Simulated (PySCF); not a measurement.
## From r²SCAN to CCSD(T): MTl along the third period

r²SCAN and CCSD(T) in PySCF with def2-SVPD on every atom (core potentials on Tl), for the lowest determinant that a PBE0 search found; no spin–orbit coupling.

```tsv
molecule	state (unpaired electrons)	r²SCAN Re (Å)	r²SCAN ωe (cm⁻¹)	r²SCAN De (eV)	CCSD(T) Re (Å)	CCSD(T) ωe (cm⁻¹)	CCSD(T) De (eV)
NaTl	singlet (closed shell)	3.278	133	0.70	?	?	?
MgTl	doublet (π ↑)	2.988	155	0.51	3.113	122	0.27
AlTl	triplet (σ ↑, π ↑)	2.931	178	1.45	2.937	181	1.11
TlSi	quartet (σ ↑, π ↑↑)	2.686	230	2.34	2.718	227	1.95
TlP	triplet (π ↑↑)	2.743	234	1.87	2.777	224	1.42
TlS	doublet (π ↑)	2.636	263	3.13	2.661	257	2.68
TlCl	singlet (closed shell)	2.553	279	4.53	2.577	272	4.18
```

Question: Estimate the CCSD(T) values of NaTl by adding the mean shift from r²SCAN to CCSD(T) of the other rows, and compare with the calculation.

Answer: The mean shifts are +4.1 pm, -9 cm⁻¹ and -0.37 eV, which give 3.319 Å, 124 cm⁻¹ and 0.33 eV. CCSD(T)/def2-SVPD gives Re = 3.327 Å, ωe = 129 cm⁻¹, De = 0.73 eV.

Question: What are the mean differences of r²SCAN from CCSD(T) over the whole series?

Answer: Re -4.2 pm, ωe +9 cm⁻¹, De +0.31 eV.

In a basis of this size CCSD(T) is itself not converged; it tends to give bonds that are too long and too weak.

Correlated steps freeze the inner cores (5 to 9 orbitals); shallow outer-core shells are correlated. Closed-shell solutions of metal pairs were not tested for spin polarisation, which can lower them a little. UHF and ROHF references stand side by side, which adds small steps between rows. Weak bonds: MgTl. Basis-set superposition, not corrected here, can be much of De in a small basis, most of all at correlated wavefunction levels. Functionals without a dispersion term scatter widely for such bonds, and LDA overbinds them. These are scalar-relativistic numbers at best; spin–orbit coupling would shift them, the dissociation energy most. Where the molecule has an RHF reference, its open-shell atoms are computed with UHF. States were picked by a PBE0 search and need not be the measured ground states.
